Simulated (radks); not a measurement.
Results of a calculation; reference values are marked as such.
The mean radii <r> (bohr) of the occupied orbitals of an atom or ion are listed with their occupations. Code: a radial shooting solver on a logarithmic mesh with Libxc functionals. Model: Dirac Kohn-Sham, LDA (Slater exchange, Perdew-Zunger correlation), spin-unpolarised, spherical densities, point nucleus.

orbital  occ.      <r>
1s1/2       2  0.02908
2s1/2       2   0.1252
2p1/2       2   0.1058
2p3/2       4   0.1112
3s1/2       2   0.3396
3p1/2       2   0.3303
3p3/2       4   0.3415
3d3/2       4   0.3127
3d5/2       6   0.3163
4s1/2       2   0.8179
4p1/2       2   0.8642
4p3/2       4   0.8942
4d3/2       4    1.075
4d5/2       6    1.088
5s1/2       1    2.107

Name the element and its charge. Open shells, if any, are shared by 2j + 1.

Answer. Z = 50, tin, charge +3: Sn3+ in [Kr] 4d10 5s1. The 1s radius gives Z: for a bare nucleus <r> = (2 gamma + 1)/(2Z) with gamma = sqrt(1 - (Z/c)^2), 0.02862 bohr for Z = 50, and screening makes it slightly larger (0.02908 here). The occupations add up to 47, and the charge is Z minus that.
